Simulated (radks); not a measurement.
The numbers below are computed, except where a source is named.
Valence configurations of O I (all share [He]). Level of theory: non-relativistic Kohn-Sham, LDA (Slater exchange, Perdew-Wang correlation), spin-polarised, spherical densities, point nucleus; open shells are filled with parallel spins first (a radial shooting solver on a logarithmic mesh with Libxc functionals). Energies are relative to 2s2 2p4; eigenvalues in eV for spin up.

valence      E (eV)  moment (Bohr magnetons)    e(2p)    e(2s)
2s2 2p4       0.000                        2  -10.363  -24.905
2s1.5 2p4.5   7.195                        2  -10.674  -25.287
2s1 2p5      14.380                        2  -10.979  -25.662
2s0.5 2p5.5  22.885                        1  -10.527  -25.187
2p6          30.597                        0   -9.973        -

NIST lists [He] 2s2 2p4 as the ground configuration; this level of theory agrees among the configurations tried. The energies are those of spherical high-spin densities, not of single terms.
